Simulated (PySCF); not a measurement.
Vertical excitations of a molecule CH7NOSi from TDDFT-B3LYP/def2-SVPD run with PySCF, as energy in eV (oscillator strength): 6.65 (0.041), 6.93 (0.002), 7.18 (0.012), 7.43 (0.012), 7.80 (0.027), 7.81 (0.012), 7.98 (0.006), 7.99 (0.046), 8.17 (0.012), 8.28 (0.003). Lowest triplet (TDA): 6.28 eV. The structure is a stationary point at B3LYP-D3(BJ)/def2-SVP. One conformer was computed; it need not be the lowest.

Task: Identify the compound among the candidates.
A. CN[SiH2]O
B. CO[SiH2]N
C. NC[SiH2]O
D. C[Si@H](N)O

Result: B, CO[SiH2]N
